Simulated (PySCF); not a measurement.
Chromium: a sound run and one with changed settings

Sound run: Cr⁺ [Ar] 3d5, Cr²⁺ [Ar] 3d4. Computed with PySCF 2.14 in cc-pVTZ-DK (7s6p4d2f1g, 68 functions), with the spin-free X2C one-electron Hamiltonian (Gaussian nucleus). In the sound run the correlated levels freeze [Ar]. The sound run starts from symmetry-adapted Hartree-Fock orbitals and uses a fine grid where one is needed.

Changed run: the non-relativistic Hamiltonian (point nucleus). This setting is unsound on purpose.

```
species  method  sound run (hartree)  changed run (hartree)  converged
    Cr⁺     UHF          -1049.43361            -1040.39818        yes
    Cr⁺  M06-2X          -1050.50450            -1041.47403        yes
    Cr⁺     LDA          -1048.19983            -1039.17482        yes
    Cr⁺     MP2          -1049.51015            -1040.47420        yes
   Cr²⁺     UHF          -1048.88210            -1039.84034        yes
   Cr²⁺  M06-2X          -1049.90519            -1040.86893        yes
   Cr²⁺     LDA          -1047.55495            -1038.52458        yes
   Cr²⁺     MP2          -1048.92285            -1039.88088        yes
```

Ionisation energy of Cr⁺:

```json
{"method": "UHF", "sound run (eV)": "15.007", "changed run (eV)": "15.180"}
{"method": "M06-2X", "sound run (eV)": "16.308", "changed run (eV)": "16.466"}
{"method": "LDA", "sound run (eV)": "17.548", "changed run (eV)": "17.694"}
{"method": "MP2", "sound run (eV)": "15.981", "changed run (eV)": "16.145"}
{"method": "SCS-MP2", "sound run (eV)": "15.332", "changed run (eV)": "15.502"}
```

Most of the change in total energy is the relativistic energy itself. On top of that the contraction fixes the core shape for the Hamiltonian it was made with, so the changed run is not a good calculation with the other Hamiltonian either.

For comparison, NIST gives 16.486 eV between the lowest levels.
